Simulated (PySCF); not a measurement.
A mixed set of molecules.

All values: PBE0/def2-SVPD (PySCF) at GFN2-xTB geometries, gas phase, one conformer each. Core orbitals are frozen in the response; Δα² is half the sum of the squared differences of the principal polarisabilities.

Question: Rank by HOMO–LUMO gap, lowest first.
A. `C=C[SiH2]P([SiH3])[SiH2]F`
B. `C=CC(=O)OCCC`
C. `CO[SiH2]C[SiH2]CCl`
D. `C=C(COC)C(C)=O`
E. `O=C1OCC=C1[SiH3]`

Answer: D (5.50 eV), A (6.34 eV), E (6.54 eV), B (6.73 eV), C (7.90 eV).

Question: Rank by polarisability anisotropy Δα, lowest first.
A. `[CH2:1]=[CH:2][C:3](=[O:4])[O:5][CH2:6][CH2:7][CH3:8]` with C1–C2–C3–O4 0°, C2–C3–O5–C6 179°, C3–O5–C6–C7 -107°, O5–C6–C7–C8 66°
B. `[CH2:1]=[C:2]([CH2:3][O:4][CH3:5])[C:6]([CH3:7])=[O:8]` with C1–C2–C3–O4 24°, C2–C3–O4–C5 76°, C1–C2–C6–C7 16°
C. `[CH3:1][O:2][SiH2:3][CH2:4][SiH2:5][CH2:6][Cl:7]` with C1–O2–Si3–C4 177°, O2–Si3–C4–Si5 40°, Si3–C4–Si5–C6 49°, C4–Si5–C6–Cl7 57°
D. `[CH2:1]=[CH:2][SiH2:3][P:4]([SiH3:5])[SiH2:6][F:7]` with C1–C2–Si3–P4 110°, C2–Si3–P4–Si5 -177°, Si3–P4–Si6–F7 -170°

Answer: C (2.13 Å³), B (3.80 Å³), A (5.51 Å³), D (7.32 Å³).

Question: Rank by HOMO energy, lowest first.
A. `CO[SiH2]C[SiH2]CCl`
B. `O=C1OCC=C1[SiH3]`
C. `C=C(COC)C(C)=O`

Answer: B (-8.14 eV), A (-7.90 eV), C (-7.28 eV).

All values together:

```json
{"SMILES": "C=C(COC)C(C)=O", "formula": "C6H10O2", "μ (D)": "2.67", "HOMO (eV)": "-7.28", "LUMO (eV)": "-1.78", "α (Å³)": "11.81", "Δα (Å³)": "3.80", "electrons": "62", "α per electron (Å³)": "0.191"}
{"SMILES": "O=C1OCC=C1[SiH3]", "formula": "C4H6O2Si", "μ (D)": "4.86", "HOMO (eV)": "-8.14", "LUMO (eV)": "-1.60", "α (Å³)": "11.50", "Δα (Å³)": "5.46", "electrons": "60", "α per electron (Å³)": "0.192"}
{"SMILES": "C=C[SiH2]P([SiH3])[SiH2]F", "formula": "C2H10FPSi3", "μ (D)": "2.27", "HOMO (eV)": "-7.25", "LUMO (eV)": "-0.91", "α (Å³)": "19.85", "Δα (Å³)": "7.32", "electrons": "88", "α per electron (Å³)": "0.226"}
{"SMILES": "C=CC(=O)OCCC", "formula": "C6H10O2", "μ (D)": "1.67", "HOMO (eV)": "-8.13", "LUMO (eV)": "-1.40", "α (Å³)": "11.97", "Δα (Å³)": "5.51", "electrons": "62", "α per electron (Å³)": "0.193"}
{"SMILES": "CO[SiH2]C[SiH2]CCl", "formula": "C3H11ClOSi2", "μ (D)": "2.16", "HOMO (eV)": "-7.90", "LUMO (eV)": "0.00", "α (Å³)": "15.70", "Δα (Å³)": "2.13", "electrons": "82", "α per electron (Å³)": "0.191"}
```

Conformers: `[CH2:1]=[C:2]([CH2:3][O:4][CH3:5])[C:6]([CH3:7])=[O:8]` with C1–C2–C3–O4 24°, C2–C3–O4–C5 76°, C1–C2–C6–C7 16°; `[CH2:1]=[CH:2][SiH2:3][P:4]([SiH3:5])[SiH2:6][F:7]` with C1–C2–Si3–P4 110°, C2–Si3–P4–Si5 -177°, Si3–P4–Si6–F7 -170°; `[CH2:1]=[CH:2][C:3](=[O:4])[O:5][CH2:6][CH2:7][CH3:8]` with C1–C2–C3–O4 0°, C2–C3–O5–C6 179°, C3–O5–C6–C7 -107°, O5–C6–C7–C8 66°; `[CH3:1][O:2][SiH2:3][CH2:4][SiH2:5][CH2:6][Cl:7]` with C1–O2–Si3–C4 177°, O2–Si3–C4–Si5 40°, Si3–C4–Si5–C6 49°, C4–Si5–C6–Cl7 57°.
